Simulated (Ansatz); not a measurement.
Sr4Te5⁻: single points at one geometry.

```yaml
crystal:
  periodic: [false, false, false]
  atoms:
    - {symbol: Sr, position_ang: [-1.092160, -2.353505, -0.972476]}
    - {symbol: Sr, position_ang: [0.515773, 1.498178, -1.545317]}
    - {symbol: Sr, position_ang: [1.544693, -0.263693, 1.563022]}
    - {symbol: Sr, position_ang: [-2.534102, 0.656729, 1.211078]}
    - {symbol: Te, position_ang: [1.854821, -1.541929, -1.487993]}
    - {symbol: Te, position_ang: [-1.187196, -2.054659, 2.174486]}
    - {symbol: Te, position_ang: [-2.550313, 0.279499, -1.943512]}
    - {symbol: Te, position_ang: [3.559668, 1.239737, -0.475597]}
    - {symbol: Te, position_ang: [-0.111164, 2.539634, 1.476299]}
basis:
  gaussian: {orbitals: def2-SVPD, initial_orbitals: start.molden}
total_charge: -1
magnetization: {spin_polarized: true, initial_magnetization: 1}
hamiltonian: {xc: pbe0, dispersion: d4}
scf: {omitted_lower_state_checks: [starts]}
output: {orbitals: {seedname: orbitals}}
```

The file start.molden holds the orbitals of an earlier run on this structure, at another level or in another basis.

```sh
$ ansatz run in.yaml --threads 4 --pin off --events-out ev --progress --plain --max-ram 6963MiB
```

Shortened log:

```
Functional definition: PBE0
3260 factors; integrals over basis functions are off by at most 1.5e-4 eV
mean field evaluation 1: about -39826.6507 eV, gradient 3.6e0 eV
mean field evaluation 2: about -39826.8330 eV, gradient 2.5e-1 eV
mean field evaluation 4: about -39827.2113 eV, gradient 1.1e-2 eV
mean field -39827.21130938 eV, -1463.6230197664 hartree, gradient 4.9e-5 eV, S^2 0.755969; 0 other end points of the search recorded, 0 dependent functions left out
reference -39827.21137683 eV, -1463.6230222449 hartree; 81, 80 occupied and 198, 199 virtual orbitals, 3260 factors
Total energy: -39827.97419409 eV, -1463.6510552622 hartree
Checks for a lower state left out: starts
```

It took 52 s on 4 threads of Arm Neoverse V1 on a shared host, peak host memory 2.6 GiB.

As the first input, with `hamiltonian: {xc: pbe}`, `correlation: {method: rpa}` and without the key `output` (abridged; 98 s):

```
Functional definition: PBE
mean field -39824.79754646 eV, -1463.5343156149 hartree, gradient 1.3e-6 eV, S^2 0.752664
20 core orbitals not correlated: weight in the atoms' cores, before any rotation towards them, 1.000 or more for the frozen orbitals, at most 0.000 for the correlated occupied ones
Total energy: -39689.05105617 eV, -1458.5457241093 hartree
Checks for a lower state left out: starts
```

Geometry: PBE-D4/def2-SVP.

In the def2 sets Sr, Te take a core potential; there is no spin–orbit coupling. Correlated methods freeze 20 core orbitals; core or outer-core shells of Sr, Te are correlated, in sets that lack core-valence functions. The structure comes from a short search, and lower isomers may exist.
